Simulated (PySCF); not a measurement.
## HCoN: from structure and modes to constants

Method: UPBE0 in PySCF with Co def2-TZVP, N def2-TZVP, H def2-TZVP; no relativity; density-fitted integrals.

The quartet minimum has Cs symmetry. Masses (u): Co 58.93320, N 14.00307, H 1.00782.

```xyz
3
charge 0 multiplicity 4, angstrom
Co    0.2080    0.0000   -0.2078
N    -0.9746    0.0000    0.8269
H     1.3589    0.0000    0.7533
```

Harmonic wavenumbers (cm⁻¹): 491.5 (a', ×1), 894.2 (a', ×1), 1941.1 (a', ×1).

Question: Find the vibrational entropy and heat capacity at 298.15 K.

Answer: With u = 1.43878 ω/T, each mode gives S = R[u/(eᵘ−1) − ln(1−e⁻ᵘ)] and C = R u² eᵘ/(eᵘ−1)².
```
ω (cm⁻¹)      u  S (J/(mol K))  C (J/(mol K))
   491.5  2.372           2.84           5.31
   894.2  4.315           0.60           2.13
  1941.1  9.367           0.01           0.06
```
The sums over all modes are S = 3.4 and C = 7.5 J/(mol K); the softest mode gives 82 % of the entropy.

Question: Give the standard entropy (298.15 K, 1 bar) by its translational, rotational, vibrational and spin parts, and Cp.

Answer: Sackur–Tetrode with M = 73.94 u gives 162.5; rotation with symmetry number 1 gives 79.8; vibration 3.4; spin R ln 4 = 11.5. The total is 257.3 J/(mol K), and Cp = 4 R + 7.5 = 40.8 J/(mol K).

This need not be the most stable arrangement of these atoms. Open d and f shells are described by one determinant, and the ground state may have another occupation or spin.
